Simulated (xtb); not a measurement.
CH₃FGeO, SMILES C[O][Ge][F] (connectivity only; charge and spin as stated), neutral, multiplicity 1. All values are semi-empirical tight-binding results from xtb (GFN2-xTB unless named), good for trends rather than for accurate numbers. The structure is a stationary point at GFN2-xTB. Other conformers were not sampled.

Optimised geometry:

Bonded distances (Å): Ge1–F2 1.855, Ge1–O3 1.722, O3–C4 1.412, C4–H5 1.091, C4–H6 1.092, C4–H7 1.091. Bond angles (°): F2–Ge1–O3 101.8, Ge1–O3–C4 152.1, O3–C4–H5 110.3, O3–C4–H6 108.5, O3–C4–H7 110.2, H5–C4–H6 109.6, H5–C4–H7 108.8, H6–C4–H7 109.5.
Charge 0, spin multiplicity 1.

The geometry has at least one imaginary mode, so it is a saddle point at that level.

For metal compounds this method's bond lengths and energies can be far off.

* **point group as xtb finds it**: Cs
* **orbital gap**: 4.95 eV

Problem. Give the atomic charges and the Wiberg bond orders between heavy atoms. (Estimate from the structure and the level; the computed values follow.)

Solution. charges (e) Ge1 0.48, F2 -0.33, O3 -0.35, C4 0.04, H5 0.06, H6 0.05, H7 0.06. Bond orders Ge1–F2 1.13, Ge1–O3 1.35, O3–C4 0.95.
